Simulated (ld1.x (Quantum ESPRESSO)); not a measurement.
## Ta (Z = 73): ultrasoft pseudisation with LDA (PZ), scalar-relativistic reference atom.

The input file (ld1.x (Quantum ESPRESSO) 7.5):

```
&input
   title='Ta', zed=73., rel=1, dft='PZ', iswitch=3,
   config='[Xe] 4f14 5d3 6s0 6p0',
   nld=3, rlderiv=3.10, eminld=-3.0, emaxld=5.0, deld=0.02
 /
 &inputp
   pseudotype=3, tm=.true., lloc=-1, rcloc=2.00,
   nlcc=.false.,
   which_augfun='PSQ', rmatch_augfun=1.95,
   file_pseudopw='Ta.UPF', file_wfcaegen='ae.wfc', file_wfcncgen='nc.wfc', file_beta='beta', file_chi='chi', file_wfcusgen='us.wfc'
 /
6
6S  1  0   0.00   0.00  2.10  2.85  0.0
6S  1  0   0.00   2.45  2.10  2.85  0.0
6P  2  1   0.00   0.00  2.55  2.80  0.0
6P  2  1   0.00  -0.55  2.55  2.80  0.0
5D  3  2   3.00   0.00  2.20  2.55  0.0
5D  3  2   0.00   0.10  2.20  2.55  0.0
 &test
   configts(1)='5d3 6s0 6p0'
 /
```

Command:

```bash
ld1.x < Ta.in > Ta.out
```

Resulting log (shortened: banner, matrices, multipoles, cross overlaps and the repeated all-electron block are left out):

```
[... start of the log left out ...]
     s(3P/3P) =  1.000000  <r> =   0.2050  <r2> =    0.0487  r(max) =   0.1868
     s(4S/4S) =  1.000000  <r> =   0.4590  <r2> =    0.2379  r(max) =   0.4315
     s(4P/4P) =  1.000000  <r> =   0.4880  <r2> =    0.2710  r(max) =   0.4480
     s(3D/3D) =  1.000000  <r> =   0.1857  <r2> =    0.0404  r(max) =   0.1510
     s(5S/5S) =  1.000000  <r> =   1.0993  <r2> =    1.3593  r(max) =   0.9847
     s(5P/5P) =  1.000000  <r> =   1.2911  <r2> =    1.8921  r(max) =   1.1298
     s(4D/4D) =  1.000000  <r> =   0.5233  <r2> =    0.3177  r(max) =   0.4593
     s(4F/4F) =  1.000000  <r> =   0.6390  <r2> =    0.5198  r(max) =   0.4424
     s(5D/5D) =  1.000000  <r> =   1.9845  <r2> =    4.6269  r(max) =   1.5637
     s(6S/6S) =  1.000000  <r> =   2.8620  <r2> =    9.1635  r(max) =   2.5460
     s(6P/6P) =  1.000000  <r> =   3.5632  <r2> =   14.2308  r(max) =   3.1885

     ------------------------ End of All-electron run ------------------------

     --------------------- Generating US pseudopotential ---------------------

      Generating local potential from pseudized AE potential:
      Matching radius rcloc =   2.0000

      Local pseudo, rcloc= 1.983 Estimated cut-off energy=     5.98 Ry
      Wfc-us  6S rcutus= 2.885  Estimated cut-off energy=     5.64 Ry
      Wfc-us  6S rcutus= 2.885  Estimated cut-off energy=    13.12 Ry
      Wfc-us  6P rcutus= 2.814  Estimated cut-off energy=     9.09 Ry
      Wfc-us  6P rcutus= 2.814  Estimated cut-off energy=     9.55 Ry
      Wfc-us  5D rcutus= 2.546  Estimated cut-off energy=    18.05 Ry
      Wfc-us  5D rcutus= 2.546  Estimated cut-off energy=    31.48 Ry

     Q pseudized with Bessel functions
     Expected ecutrho=     108.3931 due to l1=  2   l2=  2

 %%%%%%%%%%%%%%%%%%%%%%%%%%%%%%%%%%%%%%%%%%%%%%%%%%%%%%%%%%%%%%%%%%%%%%%%%%%%%%
     Error in routine chargeps (1):
     negative rho
 %%%%%%%%%%%%%%%%%%%%%%%%%%%%%%%%%%%%%%%%%%%%%%%%%%%%%%%%%%%%%%%%%%%%%%%%%%%%%%

     stopping ...
```

The run stopped because the spherical valence density built from the smooth waves and the augmentation charge turned negative at some radius.

The run took about 0.19 s on one core of a shared server CPU.
